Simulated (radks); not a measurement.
Problem. Ag3+, configuration [Ar] 3d10 4s2 4p4 4d8 5p2 (not the ground configuration). All-electron calculation, scalar-relativistic Kohn-Sham, r2SCAN, spin-polarised, spherical densities, finite nucleus; open shells are filled with parallel spins first (spin-orbit coupling, left out, can overturn this in heavy ions); meta-GGA in the generalised Kohn-Sham scheme; Fermi nuclear charge, rms radius 4.5454 fm. Program: a radial shooting solver on a logarithmic mesh with Libxc functionals. Some entries of the table are withheld. Estimate them.

orbital,occ.,eigenvalue (eV),<r> (bohr)
1s up,1,-25442.64,0.03111
1s down,1,-25441.76,0.03111
2s up,1,-3812.360,0.1349
2s down,1,-3811.413,0.1348
2p up,3,-3423.294,0.1177
2p down,3,-3422.092,0.1177
3s up,1,-753.7773,0.3675
3s down,1,-753.0772,0.3675
3p up,3,-624.9893,0.3668
3p down,3,-624.0357,0.3667
3d up,5,-422.4023,0.3454
3d down,5,-421.0691,0.3452
4s up,1,-155.6342,0.8929
4s down,1,-149.0252,0.8960
4p up,3,-116.9160,0.9618
4p down,1,-110.6193,0.9678
4d up,5,-59.6036,(1)
4d down,3,-54.1364,(2)
5p up,2,(3),2.489
5p down,0,(4),2.558

Solution. 
(1) 4d up <r> (bohr): 1.153
(2) 4d down <r> (bohr): 1.169
(3) 5p up eigenvalue (eV): -29.4471
(4) 5p down eigenvalue (eV): -25.4852
